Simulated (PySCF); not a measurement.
# Computed records: AlBH2N

Computed with PySCF 2.14.0. Calculation on a computer-drawn molecule: vertical ionisation energy to the stated ion spin, frozen-core CCSD(T) at the basis limit and cheaper methods, single-reference cases, UHF for radicals, no spin-orbit; all values are single points at the evaluated structure, the first of each entry, which is the reference or a displaced copy of it and isn't optimised; the reference structure only sets the zero of the energies above reference; triples share is (T) over the correlation energy.

Common to all runs: charge 0; multiplicity 2; ion multiplicity 1; diffuse functions no; basis cc-pV(n+d)Z; reference is the Hartree-Fock double-zeta minimum; best is HF at quadruple zeta + MP2 correlation extrapolated from triple and quadruple zeta + CCSD(T) minus MP2 at triple zeta; basis step is the size of the change from the same recipe one zeta lower.

(1) AlBH2N

Evaluated structure:
```xyz
5
AlBH2N
B     -2.6446    -0.4440     1.6544
N     -2.0835    -0.4716     0.5009
Al    -1.8427    -0.4096    -1.2510
H     -3.0743    -0.4601     2.9263
H     -0.3805    -1.0559    -1.5772
```

Reference structure:
```xyz
5
AlBH2N
B     -2.5761    -0.4611     1.7415
N     -2.1902    -0.4807     0.5548
Al    -1.7383    -0.4387    -1.1639
H     -2.9337    -0.4466     2.8584
H     -0.4335    -1.2335    -1.6168
```

- ionisation energy best: 7.758 eV
- ionisation energy basis step: 0.01693 eV
- energy above reference best: 8.994 kcal/mol
- energy above reference basis step: 0.3292 kcal/mol
- total energy HF triple zeta: -322.2508 hartree
- total energy CCSD(T) triple zeta: -322.6363 hartree
- total energy best: -322.6852 hartree
- T1 diagnostic at triple zeta: 0.0187
- D1 diagnostic at triple zeta: 0.04374
- spin squared at triple zeta: 0.7577
- ion T1 diagnostic at triple zeta: 0.01804
- ion D1 diagnostic at triple zeta: 0.0423
- triples share at triple zeta: 0.04721
- basis functions triple zeta: 127
- dipole magnitude HF at triple zeta: 1.983 debye
- dipole magnitude CCSD unrelaxed at triple zeta: 1.346 debye
- dipole magnitude PBE at triple zeta: 1.224 debye
- dipole magnitude r2SCAN at triple zeta: 1.413 debye
- dipole magnitude B3LYP at triple zeta: 1.411 debye
- dipole magnitude wB97X at triple zeta: 1.535 debye

Drawn bonds:
| atom | other atom | order |
| --- | --- | --- |
| 1 | 2 | 2 |
| 2 | 3 | 1 |
| 1 | 4 | 1 |
| 3 | 5 | 1 |

Triple zeta:
| method | ionisation energy (eV) | energy above reference (kcal/mol) |
| --- | --- | --- |
| HF | 7.51 | 11.75 |
| PBE | 7.719 | 7.418 |
| r2SCAN | 7.857 | 8.863 |
| B3LYP | 7.801 | 9.438 |
| wB97X | 7.728 | 9.306 |
| MP2 | 7.712 | 9.108 |
| CCSD | 7.721 | 9.191 |
| CCSD(T) | 7.731 | 8.532 |

(2) AlBH2N

Evaluated structure:
```xyz
5
AlBH2N
B     -2.5595    -0.4798     1.7987
N     -2.1902    -0.4764     0.5157
Al    -1.6979    -0.4759    -1.3182
H     -2.9289    -0.4504     2.8381
H     -0.3475    -1.2031    -1.7495
```

Reference structure:
```xyz
5
AlBH2N
B     -2.5761    -0.4611     1.7415
N     -2.1902    -0.4807     0.5548
Al    -1.7383    -0.4387    -1.1639
H     -2.9337    -0.4466     2.8584
H     -0.4335    -1.2335    -1.6168
```

- ionisation energy best: 7.735 eV
- ionisation energy basis step: 0.02104 eV
- energy above reference best: 8.9 kcal/mol
- energy above reference basis step: 1.031 kcal/mol
- total energy HF triple zeta: -322.2479 hartree
- total energy CCSD(T) triple zeta: -322.6369 hartree
- total energy best: -322.6853 hartree
- T1 diagnostic at triple zeta: 0.01993
- D1 diagnostic at triple zeta: 0.0468
- spin squared at triple zeta: 0.7563
- ion T1 diagnostic at triple zeta: 0.01933
- ion D1 diagnostic at triple zeta: 0.04592
- triples share at triple zeta: 0.04926
- basis functions triple zeta: 127
- dipole magnitude HF at triple zeta: 1.198 debye
- dipole magnitude CCSD unrelaxed at triple zeta: 0.4665 debye
- dipole magnitude PBE at triple zeta: 0.4544 debye
- dipole magnitude r2SCAN at triple zeta: 0.6328 debye
- dipole magnitude B3LYP at triple zeta: 0.5956 debye
- dipole magnitude wB97X at triple zeta: 0.7663 debye

Drawn bonds:
| atom | other atom | order |
| --- | --- | --- |
| 1 | 2 | 2 |
| 2 | 3 | 1 |
| 1 | 4 | 1 |
| 3 | 5 | 1 |

Triple zeta:
| method | ionisation energy (eV) | energy above reference (kcal/mol) |
| --- | --- | --- |
| HF | 7.449 | 13.58 |
| PBE | 7.691 | 8.007 |
| r2SCAN | 7.822 | 9.746 |
| B3LYP | 7.771 | 9.762 |
| wB97X | 7.679 | 10.89 |
| MP2 | 7.679 | 7.494 |
| CCSD | 7.694 | 9.406 |
| CCSD(T) | 7.705 | 8.142 |

(3) AlBH2N

Evaluated structure:
```xyz
5
AlBH2N
B     -2.6092    -0.5626     1.7055
N     -2.2072    -0.4489     0.6178
Al    -1.7611    -0.4949    -1.1476
H     -2.9085    -0.3098     2.7950
H     -0.4923    -1.3196    -1.5829
```

Reference structure:
```xyz
5
AlBH2N
B     -2.5761    -0.4611     1.7415
N     -2.1902    -0.4807     0.5548
Al    -1.7383    -0.4387    -1.1639
H     -2.9337    -0.4466     2.8584
H     -0.4335    -1.2335    -1.6168
```

* ionisation energy best: 7.73 eV
* ionisation energy basis step: 0.01372 eV
* energy above reference best: 12.71 kcal/mol
* energy above reference basis step: 0.6783 kcal/mol
* total energy HF triple zeta: -322.2520 hartree
* total energy CCSD(T) triple zeta: -322.6284 hartree
* total energy best: -322.6792 hartree
* T1 diagnostic at triple zeta: 0.01542
* D1 diagnostic at triple zeta: 0.03519
* spin squared at triple zeta: 0.7549
* ion T1 diagnostic at triple zeta: 0.0153
* ion D1 diagnostic at triple zeta: 0.03595
* triples share at triple zeta: 0.04268
* basis functions triple zeta: 127
* dipole magnitude HF at triple zeta: 0.8239 debye
* dipole magnitude CCSD unrelaxed at triple zeta: 0.4164 debye
* dipole magnitude PBE at triple zeta: 0.3553 debye
* dipole magnitude r2SCAN at triple zeta: 0.4854 debye
* dipole magnitude B3LYP at triple zeta: 0.4546 debye
* dipole magnitude wB97X at triple zeta: 0.5396 debye

Drawn bonds:
| atom | other atom | order |
| --- | --- | --- |
| 1 | 2 | 2 |
| 2 | 3 | 1 |
| 1 | 4 | 1 |
| 3 | 5 | 1 |

Triple zeta:
| method | ionisation energy (eV) | energy above reference (kcal/mol) |
| --- | --- | --- |
| HF | 7.485 | 10.98 |
| PBE | 7.721 | 13.39 |
| r2SCAN | 7.85 | 12.67 |
| B3LYP | 7.802 | 12.04 |
| wB97X | 7.684 | 12.1 |
| MP2 | 7.667 | 13.64 |
| CCSD | 7.694 | 12.83 |
| CCSD(T) | 7.703 | 13.51 |

(4) AlBH2N

Evaluated structure:
```xyz
5
AlBH2N
B     -2.6092    -0.5626     1.7055
N     -2.2072    -0.4489     0.6178
Al    -1.7611    -0.4949    -1.1476
H     -2.9085    -0.3098     2.7950
H     -0.5664    -1.2714    -1.5575
```

Reference structure:
```xyz
5
AlBH2N
B     -2.5761    -0.4611     1.7415
N     -2.1902    -0.4807     0.5548
Al    -1.7383    -0.4387    -1.1639
H     -2.9337    -0.4466     2.8584
H     -0.4335    -1.2335    -1.6168
```

- ionisation energy best: 7.685 eV
- ionisation energy basis step: 0.01272 eV
- energy above reference best: 14.79 kcal/mol
- energy above reference basis step: 0.6149 kcal/mol
- total energy HF triple zeta: -322.2489 hartree
- total energy CCSD(T) triple zeta: -322.6251 hartree
- total energy best: -322.6759 hartree
- T1 diagnostic at triple zeta: 0.01516
- D1 diagnostic at triple zeta: 0.03528
- spin squared at triple zeta: 0.7537
- ion T1 diagnostic at triple zeta: 0.01494
- ion D1 diagnostic at triple zeta: 0.03484
- triples share at triple zeta: 0.04255
- basis functions triple zeta: 127
- dipole magnitude HF at triple zeta: 0.6726 debye
- dipole magnitude CCSD unrelaxed at triple zeta: 0.2744 debye
- dipole magnitude PBE at triple zeta: 0.2351 debye
- dipole magnitude r2SCAN at triple zeta: 0.3397 debye
- dipole magnitude B3LYP at triple zeta: 0.3121 debye
- dipole magnitude wB97X at triple zeta: 0.4145 debye

Drawn bonds:
| atom | other atom | order |
| --- | --- | --- |
| 1 | 2 | 2 |
| 2 | 3 | 1 |
| 1 | 4 | 1 |
| 3 | 5 | 1 |

Triple zeta:
| method | ionisation energy (eV) | energy above reference (kcal/mol) |
| --- | --- | --- |
| HF | 7.424 | 12.92 |
| PBE | 7.676 | 15.84 |
| r2SCAN | 7.8 | 14.83 |
| B3LYP | 7.75 | 14.1 |
| wB97X | 7.624 | 14.18 |
| MP2 | 7.617 | 15.52 |
| CCSD | 7.648 | 14.88 |
| CCSD(T) | 7.658 | 15.6 |

(5) AlBH2N

Evaluated structure:
```xyz
5
AlBH2N
B     -2.6092    -0.5626     1.7055
N     -2.2072    -0.4489     0.6178
Al    -1.7611    -0.4949    -1.1476
H     -2.9085    -0.3098     2.7950
H     -0.4754    -1.3306    -1.5887
```

Reference structure:
```xyz
5
AlBH2N
B     -2.5761    -0.4611     1.7415
N     -2.1902    -0.4807     0.5548
Al    -1.7383    -0.4387    -1.1639
H     -2.9337    -0.4466     2.8584
H     -0.4335    -1.2335    -1.6168
```

* ionisation energy best: 7.74 eV
* ionisation energy basis step: 0.01398 eV
* energy above reference best: 12.65 kcal/mol
* energy above reference basis step: 0.6858 kcal/mol
* total energy HF triple zeta: -322.2521 hartree
* total energy CCSD(T) triple zeta: -322.6285 hartree
* total energy best: -322.6793 hartree
* T1 diagnostic at triple zeta: 0.01549
* D1 diagnostic at triple zeta: 0.03549
* spin squared at triple zeta: 0.7552
* ion T1 diagnostic at triple zeta: 0.01539
* ion D1 diagnostic at triple zeta: 0.03625
* triples share at triple zeta: 0.04272
* basis functions triple zeta: 127
* dipole magnitude HF at triple zeta: 0.864 debye
* dipole magnitude CCSD unrelaxed at triple zeta: 0.4543 debye
* dipole magnitude PBE at triple zeta: 0.3895 debye
* dipole magnitude r2SCAN at triple zeta: 0.5236 debye
* dipole magnitude B3LYP at triple zeta: 0.4923 debye
* dipole magnitude wB97X at triple zeta: 0.5749 debye

Drawn bonds:
| atom | other atom | order |
| --- | --- | --- |
| 1 | 2 | 2 |
| 2 | 3 | 1 |
| 1 | 4 | 1 |
| 3 | 5 | 1 |

Triple zeta:
| method | ionisation energy (eV) | energy above reference (kcal/mol) |
| --- | --- | --- |
| HF | 7.499 | 10.95 |
| PBE | 7.732 | 13.22 |
| r2SCAN | 7.862 | 12.58 |
| B3LYP | 7.814 | 11.96 |
| wB97X | 7.699 | 12.02 |
| MP2 | 7.678 | 13.63 |
| CCSD | 7.704 | 12.77 |
| CCSD(T) | 7.713 | 13.44 |

(6) AlBH2N

Evaluated structure:
```xyz
5
AlBH2N
B     -2.6000    -0.4532     1.7684
N     -2.2049    -0.4496     0.5480
Al    -1.7734    -0.4021    -1.1556
H     -2.9092    -0.4754     2.8830
H     -0.4399    -1.2458    -1.5835
```

Reference structure:
```xyz
5
AlBH2N
B     -2.5761    -0.4611     1.7415
N     -2.1902    -0.4807     0.5548
Al    -1.7383    -0.4387    -1.1639
H     -2.9337    -0.4466     2.8584
H     -0.4335    -1.2335    -1.6168
```

* ionisation energy best: 7.552 eV
* ionisation energy basis step: 0.01569 eV
* energy above reference best: 0.727 kcal/mol
* energy above reference basis step: 0.2598 kcal/mol
* total energy HF triple zeta: -322.2665 hartree
* total energy CCSD(T) triple zeta: -322.6492 hartree
* total energy best: -322.6983 hartree
* T1 diagnostic at triple zeta: 0.01839
* D1 diagnostic at triple zeta: 0.04385
* spin squared at triple zeta: 0.7565
* ion T1 diagnostic at triple zeta: 0.01733
* ion D1 diagnostic at triple zeta: 0.04007
* triples share at triple zeta: 0.04633
* basis functions triple zeta: 127
* dipole magnitude HF at triple zeta: 1.954 debye
* dipole magnitude CCSD unrelaxed at triple zeta: 1.243 debye
* dipole magnitude PBE at triple zeta: 1.147 debye
* dipole magnitude r2SCAN at triple zeta: 1.344 debye
* dipole magnitude B3LYP at triple zeta: 1.314 debye
* dipole magnitude wB97X at triple zeta: 1.517 debye

Drawn bonds:
| atom | other atom | order |
| --- | --- | --- |
| 1 | 2 | 2 |
| 2 | 3 | 1 |
| 1 | 4 | 1 |
| 3 | 5 | 1 |

Triple zeta:
| method | ionisation energy (eV) | energy above reference (kcal/mol) |
| --- | --- | --- |
| HF | 7.264 | 1.898 |
| PBE | 7.542 | 0.298 |
| r2SCAN | 7.665 | 0.6941 |
| B3LYP | 7.609 | 0.9353 |
| wB97X | 7.501 | 1.093 |
| MP2 | 7.499 | 0.4727 |
| CCSD | 7.507 | 0.8299 |
| CCSD(T) | 7.524 | 0.4666 |
